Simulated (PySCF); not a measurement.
# I: ionisation energy

I [Kr] 4d10 5s2 5p5 (2P) → I⁺ [Kr] 4d10 5s2 5p4 (3P), as a difference of total energies. Calculation: PySCF 2.14, in x2c-TZVPPall with one added diffuse shell each of s, p, d, f type (9s7p5d3f, 76 functions); the spin-free X2C one-electron Hamiltonian (Gaussian nucleus). Correlated levels: valence and next inner shell: [Ar] 3d10 frozen. The calculations carry no spin-orbit coupling.

| method | ionisation energy (eV) | error (eV) |
| --- | --- | --- |
| UHF | 9.594 | -0.925 |
| MP2 (valence and next inner shell) | 10.414 | -0.105 |
| SCS-MP2 (valence and next inner shell) | 10.372 | -0.147 |
| CCSD (valence and next inner shell) | 10.369 | -0.150 |
| CCSD(T) (valence and next inner shell) | 10.416 | -0.103 |

Reference: 10.519 eV (measured; NIST levels, between the centres of gravity of the two terms).

Errors of the correlated levels include the incompleteness of this basis and the frozen core.
